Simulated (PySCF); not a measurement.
## Bond length, frequency and bond energy of RbN by level of theory

State: ³Σ⁻ (triplet), unpaired electrons π ↑↑. Set-up: PySCF, scalar-relativistic core potentials, basis sets Rb def2-TZVPP with ECP28, N def2-TZVPP. De refers to Rb + N in their high-spin ground configurations, without counterpoise correction. The functionals are run spin-unrestricted. A positive dipole means Rb(−)N(+). Levels whose curve was spin-contaminated or gave no clean fit are not listed.

```
       Level  Re (Å)  ωe (cm⁻¹)  De (eV)   μ (D)
        ROHF   2.727        302    -0.90  -10.88
    ROHF-MP2   2.702        297    0.377     n/a
ROHF-SCS-MP2   2.711        293    0.486     n/a
   ROHF-CCSD   2.733        272    0.401     n/a
ROHF-CCSD(T)   2.749        259     0.50     n/a
       M06-L   2.721        292     1.27   -9.85
       ωB97X   2.720        292     1.08  -10.03
```

The bond length runs from 2.702 Å (ROHF-MP2) to 2.749 Å (ROHF-CCSD(T)). De spans -0.90 eV (ROHF, mean field) to 1.27 eV (M06-L, meta-GGA). Correlation at CCSD(T) changes the Hartree–Fock bond energy by +1.40 eV; the triples alone change it by +0.10 eV.

Correlated steps freeze 1 core orbital. Spin–orbit coupling is left out. The CCSD T1 diagnostic is raised, a sign that a single reference may not be enough here. UHF is strongly spin-contaminated for RbN, so the ROHF reference used there is far from stable. A negative De means that the minimum lies above the separated atoms at that level. The state was picked by a PBE0 search and need not be the measured ground state.

The whole job (state search and all levels along the bond) took about 11 min on 1 thread of Arm Neoverse V1 (shared host), peak memory 1.6 GiB.
